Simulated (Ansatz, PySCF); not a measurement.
Reaction (SMILES): CCF + C (CH4) → CC (C2H6) [ethane] + CF (CH3F) [fluoromethane]
Geometries: B3LYP-D3(BJ)/def2-TZVP minima from Ansatz (a program for electronic structure). Frequencies are from Ansatz or PySCF.

Wanted: bond separation energy (enthalpy at 298 K, with B3LYP-D3(BJ) rigid-rotor harmonic-oscillator terms), in kcal/mol. Cores are frozen in the correlated levels unless marked. Spin-orbit coupling is left out. No relativistic terms. CBS marks a two-point X^-3 extrapolation of the correlation energy; Hartree-Fock from the larger set. [CCSD(T)-MP2]/basis is that difference in the basis named.

```tsv
level	program	bond separation energy (kcal/mol)
HF/cc-pVTZ	Ansatz	5.9
PBE-D4/def2-TZVPD	Ansatz + dftd4	6.4
```

Q: Estimate the value at RI-MP2/CBS(cc-pVTZ,cc-pVQZ)+[CCSD(T)-MP2]/cc-pVTZ as computed with Ansatz.

A: 6.5 kcal/mol, so PBE-D4/def2-TZVPD differs from it by -0.1 kcal/mol.
